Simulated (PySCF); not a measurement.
## HF beside CCSD(T) along the fifth-period p block: bonds to Na

HF and CCSD(T) in PySCF with def2-SVP on every atom (core potentials on Sn, Sb, Te, I), for the lowest determinant that a PBE0 search found; no spin–orbit coupling.

```tsv
molecule	state (unpaired electrons)	HF Re (Å)	HF ωe (cm⁻¹)	HF De (eV)	CCSD(T) Re (Å)	CCSD(T) ωe (cm⁻¹)	CCSD(T) De (eV)
NaSn	quartet (σ ↑, π ↑↑)	2.963	180	0.81	?	?	?
NaSb	triplet (π ↑↑)	2.968	205	0.16	3.000	189	0.83
NaTe	doublet (π ↑)	2.848	231	1.24	2.851	228	1.86
NaI	singlet (closed shell)	2.760	249	2.44	2.756	250	3.06
```

(1) Estimate the CCSD(T) values of NaSn by adding the mean shift from HF to CCSD(T) of the other rows, and compare with the calculation.

(2) What are the mean differences of HF from CCSD(T) over the whole series?

In a basis of this size CCSD(T) is itself not converged; it tends to give bonds that are too long and too weak.

Correlated steps freeze 5 core orbitals. UHF and ROHF references stand side by side, which adds small steps between rows. Correlated levels converge slowly with the basis: in double zeta they bind strong bonds too weakly, by up to about 1 eV, and carry superposition errors of some tenths. Spin–orbit coupling is left out, which matters for elements this heavy, above all for dissociation energies. Where the molecule has an RHF reference, its open-shell atoms are computed with UHF. States were picked by a PBE0 search and need not be the measured ground states.

Answers

(1) The mean shifts are +1.0 pm, -6 cm⁻¹ and +0.64 eV, which give 2.973 Å, 174 cm⁻¹ and 1.45 eV. CCSD(T)/def2-SVP gives Re = 2.950 Å, ωe = 186 cm⁻¹, De = 1.15 eV.

(2) Re -0.5 pm, ωe +3 cm⁻¹, De -0.56 eV.
